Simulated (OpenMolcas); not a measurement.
**Yb V: CASPT2 settings compared**

```yaml
Program: OpenMolcas 26.06
Basis: ANO-RCC-VQZP [9s8p6d4f3g2h]
Scalar_Hamiltonian: DKH3, point nucleus
Active_space: 12 electrons in 7 orbitals (4f)
State_averaging: 2S+1 = 3 even, 21 roots; 2S+1 = 1 even, 27 roots
Spin-orbit_coupling: state interaction with AMFI integrals over the reference wave functions, term energies averaged over their components
```

Methods on the same reference wave functions:
A. CASSCF
B. SS-CASPT2, IPEA 0.2 Eh, imaginary shift 0.2 Eh (closed shells correlated: 4d 5s 5p)
C. SS-CASPT2, IPEA 0 Eh, imaginary shift 0.5 Eh (closed shells correlated: none)
D. XMS-CASPT2, IPEA 0.1 Eh, imaginary shift 0.2 Eh (closed shells correlated: 4d 5s 5p)

Energies in cm⁻¹ above 4f¹² ³H₆, the measured ground level; measured values from the list in Tchang-Brillet, Wyart, Meftah and Ait Mammar, Atoms 6, 52 (2018).

```tsv
Level	A	B	C	D	Measured
4f¹² ³H₆	0.0	0.0	0.0	0.0	0.0
4f¹² ³F₄ [55 %]	7290	6010	6730	6250	
4f¹² ³H₅	9713	9740	9720	9740	9580
4f¹² ³H₄ [56 %]	15223	14590	14930	14710	14405
4f¹² ³F₃	18314	16450	17490	16910	16372
4f¹² ³F₂	19607	17240	18610	17610	16877
4f¹² ¹G₄ [54 %]	25076	24560	24830	24540	
4f¹² ¹I₆	45248	41840	44040	41550	39038
4f¹² ³P₁	49849	43770	47240	43490	
4f¹² ³P₂ [61 %]	50963	45540	48650	45420	43120
4f¹² ³P₀	51413	45340	48800	45050
```

Deviations, from unrounded energies. A percentage is the sum of absolute deviations over the sum of measured energies, with the sign that they share, or ± where signs differ.

| Against measurement | Levels | A | B | C | D |
| --- | --- | --- | --- | --- | --- |
| mean absolute deviation (cm-1) | 6 | 3300 | 1000 | 2300 | 1100 |
| fine structure of the ground term (%) | 2 | +4.0 | +1.4 | +2.8 | +1.9 |
| other terms of the ground configuration (%) | 4 | +16.2 | +4.9 | +11.6 | +5.3 |

B lies closest to measurement on these levels and A furthest from it. The largest miss of B in the table is 4f¹² ¹I₆, by +2800 cm-1. The ranking rests on the paired levels alone, and a cruder setting can come out closer through cancelling errors.

Among B to D the level of the table that moves most is 4f¹² ³P₁, by 3800 cm-1 (lowest in D, highest in C). Moves below CASPT2's spread within the term are not significant.

The mean deviations of B to D differ by less than CASPT2's widest spread within a term (1600 cm-1), so their order carries little weight.

From A to B the spin-free energies of the other terms of 4f¹² shown, above ³H, scale by factors of 0.78 to 0.94, as is usual when dynamic correlation screens the repulsion within a d or f shell.

The lowest spin-free term lies below A's lowest term by 1.387 hartree in B, 0.413 hartree in C, 1.393 hartree in D.

Term energies are means over components that CASPT2 splits; among the terms shown or strongly mixed into the levels shown the widest spread is 1600 cm-1 (4f¹² ¹I, B). Without dynamic correlation excited terms often stand tens of per cent too high (terms of higher spin than the ground term too low), and those without a measured partner can miss by more than the paired ones (holds for A). The CASPT2 spread within a term exceeds the gap to the next term for 4f¹² ¹I and 4f¹² ³P, so the order of their levels is uncertain (holds for B). Computed and measured levels are paired by configuration, term and J; levels that our copy of the source lacks, or whose pairing is in doubt (as where it misses far off the trend of its configuration), stay unpaired and out of the deviations. Levels of configurations outside the active space are missing. Levels that lie high or do not pair safely by name in every column are left out.

A share in square brackets marks a mixed level and gives the weight of the term that names it, the lowest over the columns.
